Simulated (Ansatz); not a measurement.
`OC(O)=[CH][SnH3]` + CH₃SH → `C[S][SnH3]` + `C=C(O)O`  (ligand exchange at the Sn–C bond)

Program: Ansatz. Geometries: PBE0-D4/def2-TZVP. ΔE: electronic, gas phase. CCSD(T)/CBS is the MP2 limit (def2-TZVPP, def2-QZVPP) plus CCSD(T) − MP2 in def2-TZVPP, frozen cores. This one scheme is used for every species. DFT in def2-TZVPP. B3LYP here is the variant with VWN-RPA as its local correlation; programs differ in this. Elements past krypton have def2 core potentials. For Sn outer-core shells are correlated without core-valence functions, which leaves a few kJ/mol of doubt a bond. One conformer a species, not always the lowest.

`OC(O)=[CH][SnH3]`:

Z-matrix (Å, degrees):
```
Sn
C 1 2.092
H 1 1.726 2 105.5
H 1 1.707 2 112.7 3 -118.0
H 1 1.707 2 112.7 3 118.0
C 2 1.338 1 123.7 3 -0.2
H 2 1.082 1 120.4 3 179.9
O 6 1.339 2 122.6 1 -180.0
O 6 1.348 2 127.3 1 0.0
H 8 0.964 6 108.1 2 -180.0
H 9 0.967 6 109.6 2 0.0
```

CH₃SH:

Cartesian coordinates in Å:
```
C -0.253 0.156 -0.391
S 0.792 0.351 1.069
H 0.233 -0.452 -1.153
H -0.406 1.158 -0.791
H -1.224 -0.266 -0.134
H 0.858 -0.947 1.400
```

`C[S][SnH3]`:

```xyz
9

C     0.513    1.516   -0.325
S     0.622    0.493    1.173
Sn   -0.478   -1.483    0.385
H     0.990    2.467   -0.086
H    -0.523    1.708   -0.604
H     1.045    1.061   -1.161
H    -2.065   -1.076   -0.100
H    -0.484   -2.589    1.678
H     0.381   -2.096   -0.960
```

`C=C(O)O`:

```xyz
8

C    -0.509   -0.634   -0.790
C     0.213    0.053    0.091
O     1.546   -0.041    0.184
O    -0.264    0.929    1.006
H    -0.022   -1.308   -1.476
H    -1.583   -0.525   -0.829
H     1.838    0.545    0.890
H    -1.220    0.981    0.924
```

| level | ΔE (kJ/mol) | difference from CCSD(T)/CBS |
| --- | --- | --- |
| PBE-D4 | -60.9 | -2.0 |
| r2SCAN-D4 | -62.8 | -3.9 |
| PBE0-D4 | -61.7 | -2.8 |
| B3LYP-D4 | -64.4 | -5.5 |
| ωB97X-V | -59.0 | -0.1 |
| ωB97M-V | -59.4 | -0.5 |
| B2PLYP | -61.2 | -2.3 |
| PBE | -61.3 | -2.4 |
| r2SCAN | -63.0 | -4.1 |
| PBE0 | -62.1 | -3.2 |
| B3LYP | -65.1 | -6.2 |
| HF/def2-TZVPP | -70.0 | -11.1 |
| MP2/def2-TZVPP | -54.3 | 4.6 |
| SCS-MP2/def2-TZVPP | -55.7 | 3.2 |
| CCSD/def2-TZVPP | -55.2 | 3.7 |
| CCSD(T)/def2-TZVPP | -53.3 | 5.6 |
| HF/def2-QZVPP | -70.2 | -11.3 |
| MP2/def2-QZVPP | -57.6 | 1.3 |
| SCS-MP2/def2-QZVPP | -58.9 | 0.0 |
| HF/CBS(def2) | -70.2 | -11.3 |
| MP2/CBS(def2) | -59.9 | -1.0 |
| CCSD/CBS(def2) | -60.8 | -1.9 |
| CCSD(T)/CBS | -58.9 | 0 |

Largest T1 diagnostic among the species: 0.013.

In def2-TZVPP, CCSD(T) changes the Hartree–Fock value by +16.8 kJ/mol (the triples alone add +1.9 kJ/mol) and MP2 by +15.7 kJ/mol.
